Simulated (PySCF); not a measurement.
Dipole moment and polarisability of `[SiH3]C[BH2-][PH3+]`

Species: CH10BPSi.
SMILES with atom numbers: `[SiH3:1][CH2:2][BH2-:3][PH3+:4]` (hydrogens: H5, H6, H7 on Si1; H8, H9 on C2; H10, H11 on B3; H12, H13, H14 on P4)

Geometry (PBE0-D3(BJ)/def2-SVP, Å), atoms numbered from 1 in this order:
```xyz
14
CH10BPSi angstrom
Si     2.3201   -0.4138   -0.0158
C      0.5822   -0.0167   -0.6037
B     -0.4607   -0.2920    0.6030
P     -2.2725    0.1238    0.0122
H      3.3433   -0.1842   -1.0904
H      2.4290   -1.8463    0.4059
H      2.6986    0.4433    1.1521
H      0.5847    1.0353   -0.9410
H      0.3876   -0.6426   -1.4930
H     -0.5891   -1.4633    0.9427
H     -0.3584    0.4453    1.5777
H     -2.5541    1.4471   -0.4140
H     -3.3209   -0.0618    0.9469
H     -2.7995   -0.5914   -1.0937
```

Level: PBE0/def2-SVPD (PySCF), static field, nuclei fixed, core orbitals frozen in the response. The polarisability tensor in these axes (au):

```
x   115.28  -5.23   1.04
y    -5.23  75.46  -1.24
z     1.04  -1.24  77.78
```

What are the eigenvalues, a third of the trace, and Δα (Δα² = ½Σ(αi − αj)² over the three pairs)?

Principal values 74.42, 78.11 and 115.99 au; mean 89.51 au = 13.26 Å³ = 14.76 × 10⁻⁴⁰ C²·m²/J; Δα = 39.85 au (45 % of the mean).

What is the dipole moment, and where does it point?

(-4.73, 1.05, -1.46) D, 5.06 D in size, pointing from the negative to the positive side. Measured along this direction, the outermost atoms are H5, H6 and H7 at the negative end and H13, H14 and H12 at the positive end.

Directions of the eigenvectors, and the extent of the frame along each?

Largest value along (0.99, -0.13, 0.03), where the nuclei span 6.56 Å; middle along (-0.07, -0.31, 0.95), 2.64 Å; least along (0.11, 0.94, 0.31), 2.42 Å. The response follows the extents in order.

Give the eigenvalues of the traceless quadrupole moment Θ = ½Σq(3rr − r²1), origin at the centre of nuclear charge.

-4.64, -2.14, 6.78 D·Å. The values depend on the origin, since the dipole doesn't vanish. The electronic extent ⟨r²⟩ about the same centre is 933 bohr², a root-mean-square distance of 2.29 Å for the 50 electrons.

In TDDFT the mean static polarisability is Σ f/ω² over all singlet excitations (ω in hartree). How much of it do the 6 lowest give? Their energies (eV) and oscillator strengths: 6.79, 0.1068; 6.86, 0.0059; 7.07, 0.0063; 7.14, 0.0037; 7.20, 0.0000; 7.33, 0.0015.

They add up to 1.97 au, 2.2 % of the 89.51 au; the largest single term is 1.71 au, from the state at 6.79 eV. Terms in order: 1.71, 0.09, 0.09, 0.05, 0.00, 0.02 au. Higher excitations give the rest. The strengths listed sum to 0.124.

The structure is a single PBE0-D3(BJ)/def2-SVP conformer in the gas phase; no vibrational or solvent corrections.

The run behind these numbers computed excited states as well. Hardware: one thread, Arm Neoverse V2, no GPU, shared host. Cost: 17 s.
